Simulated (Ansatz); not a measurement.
`[F][SnH]([SH])[Cl]` + HCl → `[F][SnH]([Cl])[Cl]` + H₂S at 700 K and 1 bar (ligand exchange at the Sn–S bond).

Gas-phase electronic energies from Ansatz, PBE0-D4/def2-TZVP geometries. CCSD(T)/CBS is the MP2 limit (def2-TZVPP, def2-QZVPP) plus CCSD(T) − MP2 in def2-TZVPP, frozen cores. This one scheme is used for every species. Elements past krypton have def2 core potentials. For Sn outer-core shells are correlated without core-valence functions, which leaves a few kJ/mol of doubt a bond. Each species was taken in one conformer, which may not be the lowest.

| species | CCSD(T)/CBS energy (Eh) | H − E (kJ/mol) | S (J/(mol·K)) |
| --- | --- | --- | --- |
| `[F][SnH]([SH])[Cl]` | -1172.67563 | 113.9 | 451.2 |
| HCl | -460.38127 | 38.4 | 211.8 |
| `[F][SnH]([Cl])[Cl]` | -1234.09211 | 85.0 | 422.0 |
| H₂S | -398.97279 | 64.8 | 236.9 |

H − E and S are ideal-gas, rigid-rotor, harmonic terms from PBE0-D4/def2-TZVP, for one conformer and one mirror image of each species. 1 Eh = 2625.50 kJ/mol, R = 8.31446 J/(mol·K).

**Question.** By hand: ΔE, ΔH, ΔS and ΔG.

**Answer.** ΔE = (-1234.09211) + (-398.97279) − (-1172.67563) − (-460.38127) = -0.00800 Eh = -21.0 kJ/mol. Δ(H − E) = 85.0 + 64.8 − 113.9 − 38.4 = -2.5, so ΔH = -23.5 kJ/mol. ΔS = 422.0 + 236.9 − 451.2 − 211.8 = -4.1 J/(mol·K). ΔG = -23.5 − 700 × (-4.1)/1000 = -20.6 kJ/mol.

**Question.** By hand: the equilibrium constant, and the temperature at which ΔG would vanish if ΔH and ΔS stayed fixed.

**Answer.** log₁₀ K = −ΔG/(RT ln 10) = 1.5. ΔG = 0 at ΔH/ΔS = 5732 K, far beyond where these terms or the molecules hold.

The number of gas molecules stays the same, so ΔS is small and ΔH decides. A doubt of 5 kJ/mol in ΔE shifts log₁₀ K by 0.4 here. Other conformers and mirror images would add mixing entropy, several J/(mol·K) or more a flexible species. These are equilibria of isolated gas molecules and say nothing of rates. Largest T1 diagnostic: 0.013 (customary marks: 0.02 for closed shells, 0.045 for open ones).
